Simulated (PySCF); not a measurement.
C₃H₄O₂Si, SMILES O=C1C=C[SiH2]O1. The structure is a stationary point at PBE-D3(BJ)/def2-SVP. This is a generated structure with no PubChem entry under its InChIKey; it may be hypothetical.

The numbers are results of PBE-D3(BJ)/def2-SVP run with PySCF, not measurements.

Harmonic wavenumbers (cm⁻¹): 151, 257, 450, 491, 541, 587, 643, 681, 705, 754, 811, 843, 906, 938, 971, 1019, 1167, 1264, 1575, 1816, 2193, 2197, 3122, 3147. Rotational constants (GHz): 6.166, 2.718, 1.931; symmetry number 1.

**Question.** Work out the zero-point energy and the ideal-gas rigid-rotor harmonic-oscillator thermochemistry at 298.15 K and 1 atm.

**Answer.** ZPE = ½ Σ hcν = ½ × 27231 cm⁻¹ = 162.88 kJ/mol. H − E(el) = 180.12 kJ/mol. Entropy in J/(mol K): translation 166.20, rotation 111.71, vibration 37.79, total 315.69. G − E(el) = 86.00 kJ/mol. Cp = 97.14 J/(mol K).
